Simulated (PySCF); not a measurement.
C₆H₉NO.
SMILES: `CN(C)C1=CC=CO1`

Level of theory: TDDFT CAM-B3LYP/def2-SVPD, vertical, gas phase, core orbitals frozen in the response (PySCF). Isolated species at its GFN2-xTB geometry, gas phase. Torsions of this conformer, `[CH3:1][N:2]([CH3:3])[c:4]1[cH:5][cH:6][cH:7][o:8]1`: C1–N2–C4–C5 -19°.

For one non-degenerate pair of states in vacuum, A = 0.6670 f ν̃² s⁻¹ with ν̃ in cm⁻¹, τ = 1/A, |μ|² = 3f / (2ΔE) in atomic units, and the integrated cross-section is ∫σ dE = 109.76 f Mb·eV.

These lifetimes count emission to the ground state at the vertical energy alone; relaxation of the geometry and all other decay channels are left out.

Energies and rates of the computed singlets with f of 0.002 or more:

```
state  E (eV)   A (s⁻¹)
   S1    5.06  9.10×10⁷
   S2    5.52  2.58×10⁸
   S3    5.92  3.77×10⁷
   S4    6.07  1.74×10⁷
   S5    6.45  3.16×10⁷
   S6    6.62  7.35×10⁷
   S7    6.75  8.20×10⁷
   S8    6.77  1.02×10⁷
```

Q: Go back from the rates to the oscillator strengths and transition dipoles.

A: f = A / (0.6670 ν̃²), and |μ| follows from f:

| state | f | \|μ\| (D) | τ | main configurations (H = HOMO, L = LUMO) |
| --- | --- | --- | --- | --- |
| S1 | 0.082 | 2.06 | 11 ns | H→L (88%) |
| S2 | 0.195 | 3.05 | 3.9 ns | H→L+1 (92%) |
| S3 | 0.025 | 1.05 | 27 ns | H→L+2 (84%) |
| S4 | 0.011 | 0.69 | 57 ns | H→L+3 (80%) |
| S5 | 0.017 | 0.85 | 32 ns | H→L+4 (41%), H→L+5 (25%), H→L+6 (19%) |
| S6 | 0.039 | 1.24 | 14 ns | H→L+6 (36%), H→L+4 (29%), H→L+7 (18%) |
| S7 | 0.042 | 1.27 | 12 ns | H→L+7 (34%), H→L+5 (18%), H→L+8 (16%) |
| S8 | 0.0052 | 0.45 | 98 ns | H→L+5 (46%), H→L+6 (30%), H→L+7 (11%) |

Q: Suppose S1 emitted 0.3 eV lower with the same transition dipole. How would A change?

A: At fixed |μ|, A goes as the cube of the energy: (4.76/5.06)³ = 0.83, which makes τ about 13 ns.

Q: How much energy does a mole of photons resonant with S2 carry?

A: 5.522 eV × 96.485 = 533 kJ/mol (127 kcal/mol).

Q: What is the integrated cross-section of all computed states together?

A: Σf = 0.415 over S1 to S8, so 109.76 × Σf ≈ 45.6 Mb·eV.

Hardware: one thread of an x86-64 server, on a shared host. Cost: 46 s wall.
